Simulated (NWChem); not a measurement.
System meant: BH2S2F; SMILES FB(S)S

The following NWChem deck was run.

```
start job
memory heap 200 mb stack 900 mb global 1100 mb
geometry units angstroms noautoz
  B      0.000000     0.000000    -0.368708
  F      0.000000     0.000000    -1.695823
  S      1.630443     0.000000     0.420044
  H      1.204542     0.000000     1.698672
  S     -1.630443     0.000000     0.420044
  H     -1.204542     0.000000     1.698672
end
basis spherical
  * library def2-svp
end
dft
  xc xpbe96 cpbe96
  iterations 4
  mulliken
end
task dft energy
```

End of the output:

```
    Atom       Charge   Shell Charges
 -----------   ------   -------------------------------------------------------
    1 B    5     5.54   1.96  0.58  0.28  1.47  0.87  0.39
    2 F    9     8.94   1.98  0.99  0.70  3.20  2.07  0.01
    3 S   16    15.76   2.00  1.95  0.95  0.62  5.81  1.90  2.47  0.06
    4 H    1     1.00   0.62  0.30  0.08
    5 S   16    15.76   2.00  1.95  0.95  0.62  5.81  1.90  2.47  0.06
    6 H    1     1.00   0.62  0.30  0.08

 center of mass
 --------------
 x =   0.00000000 y =   0.00000000 z =  -0.10750776

 moments of inertia (a.u.)
 ------------------
         260.175046395322           0.000000000000           0.000000000000
           0.000000000000         877.648114901770           0.000000000000
           0.000000000000           0.000000000000         617.473068506448

     Multipole analysis of the density
     ---------------------------------

     L   x y z        total         alpha         beta         nuclear
     -   - - -        -----         -----         ----         -------
     0   0 0 0     -0.000000    -24.000000    -24.000000     48.000000

     1   1 0 0     -0.000000     -0.000000     -0.000000      0.000000
     1   0 1 0     -0.000000     -0.000000     -0.000000      0.000000
     1   0 0 1      0.974134      0.487067      0.487067     -0.000000

     2   2 0 0    -29.266797   -171.704632   -171.704632    314.142467
     2   1 1 0      0.000000      0.000000      0.000000      0.000000
     2   1 0 1     -0.000000     -0.000000     -0.000000      0.000000
     2   0 2 0    -28.615817    -14.307908    -14.307908      0.000000
     2   0 1 1      0.000000      0.000000      0.000000      0.000000
     2   0 0 2    -24.873672    -80.246950    -80.246950    135.620228

 ------------------------------------------------------------------------
 dft energy failed                                                                                  0
 ------------------------------------------------------------------------
 ------------------------------------------------------------------------
  current input line :
    19: task dft energy
 ------------------------------------------------------------------------
 ------------------------------------------------------------------------
 This type of error is most commonly associated with calculations not reaching convergence criteria
 ------------------------------------------------------------------------
 For more information see the NWChem manual at https://nwchemgit.github.io

0:dft energy failed:Received an Error in Communication
```

**Question.** Can this run be used? If not, why, and what is the fix?

**Answer.** Convergence was not reached. Cause: the SCF was allowed too few iterations. This input runs:
```
start job
memory heap 200 mb stack 900 mb global 1100 mb
geometry units angstroms noautoz
  B      0.000000     0.000000    -0.368708
  F      0.000000     0.000000    -1.695823
  S      1.630443     0.000000     0.420044
  H      1.204542     0.000000     1.698672
  S     -1.630443     0.000000     0.420044
  H     -1.204542     0.000000     1.698672
end
basis spherical
  * library def2-svp
end
dft
  xc xpbe96 cpbe96
  iterations 150
  mulliken
end
task dft energy
```
It converges to -921.57073 Ha (PBE/def2-SVP).
